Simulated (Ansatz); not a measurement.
`CN[SiH2]NC`. Charge 0, multiplicity 1. The geometry is a stationary point of PBE0-D4/def2-TZVP. It is one conformer, not always the lowest.

```xyz
15

C    -2.487    0.606    0.946
N    -1.126    0.124    0.907
Si    0.022    0.477   -0.311
N     1.092   -0.851   -0.433
C     2.480   -0.780   -0.832
H    -2.616    1.499    1.571
H    -3.173   -0.164    1.314
H    -2.808    0.868   -0.065
H    -0.782   -0.201    1.796
H    -0.826    0.801   -1.500
H     0.938    1.638   -0.090
H     0.691   -1.772   -0.512
H     2.858    0.228   -0.648
H     3.097   -1.471   -0.249
H     2.640   -1.001   -1.895
```

(1) What is the dipole moment at B3LYP/def2-TZVPP? (Estimate.)

(2) And with PBE, r2SCAN, ωB97M-V? (Estimate.)

(3) Give the Mulliken charges with B3LYP, r2SCAN, PBE in def2-TZVPP. (Estimate.)

Results:

(1) The calculation gave: 1.14 D, with components (-0.04, -0.95, 0.62) D in this frame, pointing from negative to positive charge.

(2) Computed: PBE 1.21 D, r2SCAN 1.21 D, ωB97M-V 1.16 D.

(3) Ansatz gave: 
| atom | B3LYP | r2SCAN | PBE |
| --- | --- | --- | --- |
| C1 | -0.17 | -0.04 | -0.18 |
| N2 | -0.32 | -0.35 | -0.27 |
| Si3 | 0.47 | 0.49 | 0.36 |
| N4 | -0.32 | -0.35 | -0.27 |
| C5 | -0.17 | -0.04 | -0.18 |
| H6 | 0.09 | 0.05 | 0.09 |
| H7 | 0.09 | 0.05 | 0.09 |
| H8 | 0.09 | 0.05 | 0.08 |
| H9 | 0.11 | 0.13 | 0.13 |
| H10 | -0.12 | -0.12 | -0.11 |
| H11 | -0.12 | -0.12 | -0.11 |
| H12 | 0.11 | 0.13 | 0.13 |
| H13 | 0.09 | 0.05 | 0.08 |
| H14 | 0.09 | 0.05 | 0.09 |
| H15 | 0.09 | 0.05 | 0.09 |

B3LYP here is the variant with VWN-RPA as its local correlation; programs differ in this.
